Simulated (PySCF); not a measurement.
C4H4F2O2, SMILES O=C[C@@H]1CC(F)(F)O1. Atoms are numbered in the order given.

```xyz
12

O      3.0917     0.2468     0.0959
C      2.0141    -0.1790    -0.2246
C      0.7435     0.6418    -0.1438
C     -0.1475     0.3487     1.0904
C     -1.1391    -0.1456     0.0380
F     -1.4545    -1.4532     0.0909
F     -2.2991     0.5269    -0.0519
O     -0.2912     0.1372    -1.0237
H      1.8557    -1.2309    -0.5810
H      0.9656     1.7044    -0.3255
H      0.2111    -0.4351     1.7701
H     -0.4796     1.2315     1.6488
```

The structure is a stationary point at B3LYP-D3(BJ)/def2-SVP. The structure was generated by enumeration; whether it is a known compound was not checked. The values are those of a single conformer.

Computed with PySCF with B3LYP/def2-TZVP.

Atomic charges (e):

| atom | Löwdin | IAO | Mulliken |
|---|---|---|---|
| O1 | 0.14 | -0.38 | -0.24 |
| C2 | -0.27 | 0.27 | 0.04 |
| C3 | -0.25 | 0.05 | 0.19 |
| C4 | -0.16 | -0.32 | -0.28 |
| C5 | -0.63 | 0.75 | 0.47 |
| F6 | 0.18 | -0.30 | -0.18 |
| F7 | 0.19 | -0.29 | -0.18 |
| O8 | 0.23 | -0.41 | -0.30 |
| H9 | 0.12 | 0.11 | 0.10 |
| H10 | 0.15 | 0.16 | 0.11 |
| H11 | 0.15 | 0.17 | 0.14 |
| H12 | 0.15 | 0.17 | 0.14 |

Computed Mayer and Wiberg (Löwdin basis) orders of the bonds:
```
bond    Mayer  Wiberg
------  -----  ------
O1–C2    2.12    2.79
C2–C3    0.90    1.19
C3–C4    0.95    1.11
C4–C5    0.99    1.12
C5–F6    1.12    1.74
C5–F7    1.13    1.75
C3–O8    0.92    1.31
C5–O8    1.13    1.51
C2–H9    0.95    0.86
C3–H10   0.93    0.83
C4–H11   0.95    0.86
C4–H12   0.95    0.86
```
